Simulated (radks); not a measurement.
The numbers below are computed, except where a source is named.
Coherent X-ray form factor from a spherical all-electron density. Level of theory: Dirac Kohn-Sham, Slater X-alpha with alpha = 0.851, spin-unpolarised, spherical densities, point nucleus (a radial shooting solver on a logarithmic mesh with Libxc functionals).

sin(theta)/lambda (1/angstrom),f0 (electrons)
0.05,46.345
0.1,44.554
0.15,42.030
0.2,39.175
0.25,36.277
0.3,33.508
0.4,28.685
0.5,24.954
0.6,22.186
0.8,18.466
1,15.753
1.25,12.752
1.5,10.186
2,6.924

The species is in the configuration that NIST lists as its ground one. Which atom or ion scatters so?

Answer. The cadmium ion Cd+, [Kr] 4d10 5s1. Extrapolating in s^2 from the first two rows gives f0(0) = 46.9, near the electron count 47; among species with that count, the fall with angle is slower the higher Z, and the table is that of Z = 48; from so few rows the species is fixed only to a neighbour or two.
